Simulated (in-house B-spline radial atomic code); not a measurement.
Ag⁺. Computed with a B-spline radial atomic code. Model: non-relativistic spherical atom: semilocal Troullier-Martins pseudo-atom, one channel per l, against all electrons, high spin, G0W0 and RPA with empty states to l = 8, local potential for every l without a channel, a model core (radius 0 = none) keeps its share of the functional.

Without relativity these are model numbers for so heavy an element.

What the tables leave out is listed at the end.

The pseudopotential gives back the lowest level of each angular momentum of its own functional in the configuration it was made in; a second state of the same l is only approximately right. Exact exchange, RPA and GW see the smooth pseudo-orbitals and miss the exchange with the core, for which the functional's share stands in. The column with an uncorrelated core keeps all orbitals and exact exchange, and so separates missing core correlation from pseudisation. Only the three outermost levels and the lowest empty one were computed. RPA here is direct RPA, with no exchange kernel, and its energies carry an (l + 1/2)⁻⁴ tail. A hybrid on a potential with a model core restores only its own semilocal share of the core's exchange.

Command:
```bash
python run_psgw.py task.json out
```
Settings (lengths in bohr, energies in hartree):
```
Z                      47
electrons              46
configuration          [Kr] 4d10
generated_in           [Kr] 4d10 5s1
functional             pbe,pbe
core_shells            6
radius_factor          1
core_correction        True
```

Time taken, with all properties: 33 s on 1 thread of Arm Neoverse N1, on a shared host.

Given: made with PBE; model core radius 0.608 bohr; local radius 0.874 bohr; mean-field start PBE0.

Valence shells of the generating configuration: 4s, 4p, 4d, 5s.

Channel: s 0.846, p 0.881, d 1.034 (radii in bohr).

Computed: largest level miss in the spin-unpolarised generating configuration 0.076 eV; valence RPA correlation energy pseudo -1.1614 hartree; all-electron RPA polarisability, core included 7.6285 bohr³; pseudo-atom RPA polarisability 7.5545 bohr³.

```csv
level,occupied,mean-field all-electron (eV),mean-field pseudo minus all (eV),G0W0 all-electron (eV),G0W0 uncorrelated core minus all (eV),G0W0 pseudo minus all (eV),exchange self-energy all-electron (eV),exchange self-energy pseudo (eV)
4d,1,-17.742,-0.1,-22.135,0.116,-0.218,-35.74,-31.901
5s (empty),0,-9.322,-0.065,-7.1523,0.028,-0.031,-2.9531,-2.3596
```

Q: What is the valence RPA correlation energy all-electron orbitals?

A: -1.1212 hartree.

Among the listed levels the largest G0W0 shift of the pseudo-atom is -0.22 eV, for 4d on the PBE0 start, while leaving the core uncorrelated moves that level by +0.12 eV. So pseudisation and the lost core exchange, not the missing core correlation, make the error. Not in the tables (levels of low weight, unsolved or above zero; the highest and the empty levels are kept at any weight): on PBE, a start not tabulated, the G0W0 levels 4d (pseudo minus all -0.05 eV, weights 0.25 and 0.35), 4p (pseudo minus all +1.65 eV, weights 0.33 and 0.01), 4s (pseudo minus all -0.19 eV, weights 0.25 and 0.24), 5s (pseudo minus all -0.08 eV, weights 0.94 and 0.94); on PBE0 the G0W0 levels 4p (pseudo minus all -0.23 eV, weights 0.23 and 0.22), 4s (pseudo minus all -5.50 eV, weights 0.30 and 0.01); no Hartree-Fock pseudo-atom is run with a model core.
